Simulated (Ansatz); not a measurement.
CH8AsBSi (`B[SiH2][AsH]C`). The species carries charge 0 and has multiplicity 1. The structure was optimised at the PBE0-D4/def2-TZVP level. It is one conformer, not always the lowest.

```xyz
12

B     1.249    1.704   -0.559
Si    0.938   -0.196   -1.062
As   -1.397   -0.443   -0.601
C    -1.234   -0.508    1.370
H     1.494    2.012    0.570
H     1.082    2.584   -1.351
H     1.121   -0.494   -2.509
H     1.710   -1.186   -0.259
H    -1.299   -1.950   -0.816
H    -0.402   -1.128    1.700
H    -1.096    0.508    1.739
H    -2.166   -0.902    1.777
```

What is the dipole moment at B3LYP/def2-TZVPP? (Best estimate.)

Ansatz gave: 0.89 D, with components (0.12, -0.20, 0.86) D in this frame, pointing from negative to positive charge.

And with PBE, r2SCAN, ωB97M-V? (Estimate.)

Ansatz gave: PBE 0.99 D, r2SCAN 1.01 D, ωB97M-V 0.89 D.

Give the Mulliken charges with B3LYP, ωB97M-V, PBE in def2-TZVPP. (Estimate.)

The calculation gave: 
| atom | B3LYP | ωB97M-V | PBE |
| --- | --- | --- | --- |
| B1 | -0.06 | -0.15 | -0.04 |
| Si2 | 0.09 | 0.04 | 0.04 |
| As3 | 0.06 | -0.02 | 0.06 |
| C4 | -0.40 | -0.45 | -0.39 |
| H5 | 0.05 | 0.09 | 0.04 |
| H6 | 0.06 | 0.10 | 0.04 |
| H7 | -0.07 | -0.02 | -0.06 |
| H8 | -0.07 | -0.02 | -0.06 |
| H9 | -0.03 | 0.02 | -0.02 |
| H10 | 0.13 | 0.14 | 0.13 |
| H11 | 0.12 | 0.14 | 0.13 |
| H12 | 0.13 | 0.15 | 0.13 |

B3LYP here is the variant with VWN-RPA as its local correlation; programs differ in this.
